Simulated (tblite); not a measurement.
C₃H₆NSSi (doublet state).
Z-matrix (Å and degrees, GFN2-xTB geometry), rows numbered from 1:
```
N 
C   1  1.2595
C   2  1.4565  1  119.64
C   3  1.3157  2  124.71  1   175.33
S   4  1.6776  3  136.77  2     9.56
Si  5  2.1840  4   96.27  3  -143.42
H   1  1.0162  2  116.00  3   179.86
H   2  1.0983  1  126.07  3   179.61
H   3  1.0818  2  114.89  1    -1.69
H   6  1.4549  5  106.20  4   -56.65
H   6  1.4538  5  102.35  4  -177.22
H   6  1.4565  5  106.41  4    63.29
```

Computed geometry: GFN2-xTB, gas phase. This method treats the open shell by occupation alone, without spin polarisation.

Take the most abundant isotopes and a rigid rotor. The values belong to one conformer with, in the numbering `[H]/[N:1]=[CH:2]/[CH:3]=[C:4]\[S:5][SiH3:6]`, N1–C2–C3–C4 175°, C3–C4–S5–Si6 -143°.

Question: What are A, B and C (cm⁻¹)?

Answer: Ia = 63.56, Ib = 555.16, Ic = 577.37 u·Å²; 505379 MHz·u·Å²/I gives 7951, 910.3 and 875.3 MHz, that is A = 0.26523, B = 0.03037, C = 0.02920 cm⁻¹.

Question: What kind of rotor is it?

Answer: A near-prolate asymmetric top. Ray's parameter κ = (2B − A − C)/(A − C) = -0.990; −1 is the prolate and +1 the oblate limit.

Question: Is it planar, by Δ = Ic − Ia − Ib?

Answer: Not planar: Δ = Ic − Ia − Ib = -41.34 u·Å². For a rigid frame Δ = −2 Σ m c², so Σ m c² = 20.67 u·Å² lies off the ab plane: 5.92 from hydrogen and 14.75 from heavier atoms. The atom farthest from that plane is 1.41 Å away.

Question: Give the other two planar moments, Paa and Pbb, and the rms extents of the mass along the axes.

Answer: Paa = Σ m a² = (Ib + Ic − Ia)/2 = 534.48 and Pbb = Σ m b² = (Ia + Ic − Ib)/2 = 42.89 u·Å². With the mass M = 116.00 u, the rms extents √(P/M) along a, b and c are 2.15, 0.61, 0.42 Å.

Question: Give the coordinates in the principal-axis frame, origin at the centre of mass.

Answer: The sense of each axis is arbitrary; atoms in the order of the calculation.
| atom | mass (u) | a (Å) | b (Å) | c (Å) |
| --- | --- | --- | --- | --- |
| N1 | 14.003 | -3.607 | 0.184 | 0.382 |
| C2 | 12.000 | -2.405 | -0.179 | 0.285 |
| C3 | 12.000 | -1.482 | 0.595 | -0.534 |
| C4 | 12.000 | -0.192 | 0.359 | -0.635 |
| S5 | 31.972 | 0.871 | -0.850 | -0.163 |
| Si6 | 27.977 | 2.544 | 0.473 | 0.306 |
| H7 | 1.008 | -4.202 | -0.397 | 0.965 |
| H8 | 1.008 | -1.951 | -1.051 | 0.776 |
| H9 | 1.008 | -1.924 | 1.443 | -1.040 |
| H10 | 1.008 | 2.813 | 1.233 | -0.905 |
| H11 | 1.008 | 3.589 | -0.468 | 0.677 |
| H12 | 1.008 | 2.104 | 1.319 | 1.406 |

Question: List the rotational levels J(Ka,Kc) to J = 5 (MHz).

Answer: Above 0(0,0):
J = 1: 1(0,1) 1786, 1(1,1) 8827, 1(1,0) 8862
J = 2: 2(0,2) 5357, 2(1,2) 12363, 2(1,1) 12468, 2(2,1) 33591, 2(2,0) 33591
J = 3: 3(0,3) 10713, 3(1,3) 17667, 3(1,2) 17877, 3(2,2) 38948, 3(2,1) 38949, 3(3,1) 74241, 3(3,0) 74241
J = 4: 4(0,4) 17855, 4(1,4) 24740, 4(1,3) 25090, 4(2,3) 46091, 4(2,2) 46093, 4(3,2) 81384, 4(3,1) 81384, 4(4,1) 130794, 4(4,0) 130794
J = 5: 5(0,5) 26780, 5(1,5) 33580, 5(1,4) 34105, 5(2,4) 55019, 5(2,3) 55023, 5(3,3) 90313, 5(3,2) 90313, 5(4,2) 139722, 5(4,1) 139722, 5(5,1) 203249, 5(5,0) 203249

For this open shell read J as N, the rotation without spin; fine and hyperfine splittings come on top. Its GFN2-xTB frequencies are all real (lowest 36 cm⁻¹). Zero-point vibration and centrifugal distortion are left out.
